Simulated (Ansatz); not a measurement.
Cost and result for the atomization energy of CH$_{5}$FOSSi$_{2}$ (`FC1O[SiH2]S[SiH2]1`) (11 atoms, 11 bonds).

```csv
atom,x (Å),y (Å),z (Å)
F1,-1.9977,0.3770,-0.5107
C2,-0.7058,0.8746,-0.4307
O3,-0.3090,0.9140,0.8932
Si4,0.2686,-0.4476,1.6494
S5,1.0600,-1.6863,0.0924
Si6,0.4793,-0.2858,-1.4101
H7,-0.7437,1.9042,-0.7996
H8,1.3160,-0.0067,2.5958
H9,-0.8054,-1.1680,2.3692
H10,-0.2005,-0.9695,-2.5344
H11,1.6383,0.4940,-1.9145
```

Charge 0, multiplicity 1. All single points use the PBE0-D4/def2-TZVP geometry. Program: Ansatz. All runs use 4 threads of an Intel Xeon Platinum 8488C on a shared host. Times are those of one run each, without the atoms' runs, and a repeat can differ threefold. Electronic energies, without spin–orbit coupling; frozen cores. CCSD(T)/CBS adds CCSD(T) − MP2 in def2-TZVPP to the MP2 limit, and its time is that of the two runs behind it. T1 = 0.013. B3LYP takes the VWN-RPA correlation (the form of Gaussian; ORCA's B3LYP/G).

CCSD(T)/CBS is a level of theory with its own doubt, some kJ/mol a heavy atom from the limit and from the frozen cores, so smaller differences don't rank the functionals.

```
                             level  functions  wall time  atomization (kJ/mol)  difference from CCSD(T)/CBS  per bond
   PBE-D4/def2-TZVPP (with forces)        289      2.5 s                4014.6                         54.9       5.0
                PBE0-D4/def2-TZVPP        289      3.5 s                3940.4                        -19.3      -1.8
r2SCAN-D4/def2-TZVPP (with forces)        289      4.1 s                3972.2                         12.5       1.1
 B3LYP-D4/def2-TZVPP (with forces)        289      5.5 s                3928.6                        -31.1      -2.8
                 B2PLYP/def2-TZVPP        289      7.5 s                3886.0                        -73.7      -6.7
                ωB97X-V/def2-TZVPP        289      9.5 s                3990.5                         30.8       2.8
  ωB97M-V/def2-TZVPP (with forces)        289       14 s                3974.2                         14.5       1.3
                    MP2/def2-QZVPP        531       38 s                3998.2                         38.5       3.5
                CCSD(T)/def2-TZVPP        289    3.9 min                3832.0                       -127.7     -11.6
                 CCSD(T)/CBS(def2)          –    4.5 min                3959.7                          0.0       0.0
```

The D4 term adds +55.3 kJ/mol with B3LYP and +28.8 kJ/mol with PBE0; it sums over pairs of atoms, weighted by their polarisabilities, and B3LYP, whose exchange is more repulsive, gets the larger term. In def2-TZVPP, CCSD(T) changes the Hartree–Fock value by +1009.0 kJ/mol (the triples alone add +69.4 kJ/mol) and MP2 by +1099.2 kJ/mol; breaking electron pairs costs correlation energy, which Hartree–Fock lacks. From PBE to PBE0 (25 % exact exchange), in def2-TZVPP and without D4, the atomization energy moves by −69.1 kJ/mol: exact exchange takes away binding that semilocal exchange gives to molecules.
